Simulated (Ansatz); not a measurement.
The cluster Li₅Al₅⁺, relaxed as a doublet with UKS PBE0-D4/def2-SVP in Ansatz, starting from the GFN2-xTB geometry. Force threshold 0.02 eV/Å.

The charge 1 doublet is spin-contaminated (final ⟨S²⟩ up to 0.98, 0.75 for a pure state). Another isomer (doublet) lies 1.58 eV lower at PBE0-D4/def2-TZVP; other spin states weren't run for this one.

Start:

| atom | x (Å) | y (Å) | z (Å) |
| --- | --- | --- | --- |
| Li1 | 2.740 | -0.566 | 0.953 |
| Li2 | 2.053 | -2.928 | -0.253 |
| Li3 | 0.138 | 3.779 | 1.665 |
| Li4 | -0.346 | -3.433 | -1.527 |
| Li5 | -4.159 | 0.635 | -1.524 |
| Al6 | -2.250 | -1.339 | -1.515 |
| Al7 | -1.659 | 1.098 | -0.360 |
| Al8 | 0.764 | 1.299 | 0.780 |
| Al9 | 2.577 | 2.408 | 2.214 |
| Al10 | 0.142 | -0.951 | -0.433 |

Task: Estimate the energy that the relaxation releases and the steps that it takes.

Result: 1.90 eV, in 38 steps; 3.3 min on 4 threads of Arm Neoverse V2 on a shared host. No frequencies were taken in this run, so the end may be a saddle point.

Task: Does the start keep its bonding?

Result: Bonds lost: Li1–Li2, Li1–Al8, Li2–Li4 (atoms count from 1). Bonds formed: Li1–Al7, Li2–Al8, Al7–Al9 (atoms count from 1).

Task: Predict the relaxed structure.

Result: 
```xyz
10

Li    0.144   -1.058    1.824
Li    3.027   -1.492   -1.331
Li    0.842    3.514   -0.002
Li   -0.853   -3.481   -0.997
Li   -3.520    1.079   -0.057
Al   -2.111   -1.182   -0.526
Al   -0.764    0.990    0.048
Al    1.877    0.847   -0.021
Al    0.969    1.810    2.153
Al    0.389   -1.027   -1.093
```
Bond lengths (bridged metal pairs left out): 10 × Al–Li 2.66 to 2.93 Å; 7 × Al–Al 2.54 to 2.85 Å.
